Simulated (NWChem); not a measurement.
Molecule: C$_{3}$H$_{4}$BFO; SMILES FB1C=CCO1

```xyz
10

F      0.0666    -2.1149     0.0000
B      0.0733    -0.7850     0.0000
C      1.2699     0.2049     0.0000
C      0.6934     1.4198     0.0000
C     -0.8090     1.3075     0.0000
O     -1.1088    -0.0897     0.0000
H      2.3413     0.0366     0.0000
H      1.1860     2.3899     0.0000
H     -1.2643     1.7705    -0.8858
H     -1.2643     1.7705     0.8858
```
Atoms are numbered in this order, from 1.

All runs: NWChem. All runs use the structure optimised with B3LYP/6-31G* (spherical d). Atomic charges in e: unrestrained fits to the electrostatic potential beside Mulliken populations; buried atoms are poorly determined by the fit.

Q: What does the run give for B3LYP/def2-SVP? Quantities: ESP F1; Mulliken F1; ESP B2; Mulliken B2; ESP C3; Mulliken C3; ESP C4; Mulliken C4; ESP C5; Mulliken C5; relative RMS misfit of the potential (%).

A: 
```json
{
  "ESP F1": "-0.32",
  "Mulliken F1": "-0.11",
  "ESP B2": "0.69",
  "Mulliken B2": "0.09",
  "ESP C3": "-0.38",
  "Mulliken C3": "0.00",
  "ESP C4": "-0.10",
  "Mulliken C4": "-0.13",
  "ESP C5": "0.34",
  "Mulliken C5": "0.29",
  "relative RMS misfit of the potential (%)": "25"
}
```
